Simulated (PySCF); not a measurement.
**Excitation energy of Ru by level of theory**

Ru [Kr] 4d7 5s1 (5F) → Ru [Kr] 4d8 (3F), as a difference of total energies. All numbers are calculated (PySCF 2.14, the spin-free X2C one-electron Hamiltonian (Gaussian nucleus), in x2c-TZVPPall (8s6p6d2f1g, 79 functions)). Correlated levels: valence: [Kr] frozen. The calculations carry no spin-orbit coupling.

```json
{"method": "UHF", "excitation energy (eV)": "2.263"}
{"method": "MP2 (valence)", "excitation energy (eV)": "1.158"}
{"method": "SCS-MP2 (valence)", "excitation energy (eV)": "0.911"}
{"method": "CCSD (valence)", "excitation energy (eV)": "1.397"}
{"method": "CCSD(T) (valence)", "excitation energy (eV)": "1.288"}
```

Question: How much does correlation contribute at CCSD(T) (valence)?

Answer: 1.288 − (2.263) = -0.975 eV, measured against UHF.
